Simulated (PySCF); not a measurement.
A structure optimised at PBE0-D3(BJ)/def2-SVP, used in a PySCF frequency run:

```
Si
F 1 1.6204
H 1 1.4864 2 109.01
H 1 1.4864 3 112.36 2 120.95
C 1 1.9134 3 108.75 4 120.45
F 5 1.3578 1 110.14 3 58.94
F 5 1.3578 6 108.37 1 -120.55
H 5 1.1088 6 107.67 7 -116.20
```

**Question.** Write its SMILES, formula and point group.

**Answer.** F[SiH2]C(F)F, CH₃F₃Si, Cs

**Question.** What are its rotational constants (standard atomic weights)?

**Answer.** 6.0112, 2.5667, 2.3940 GHz
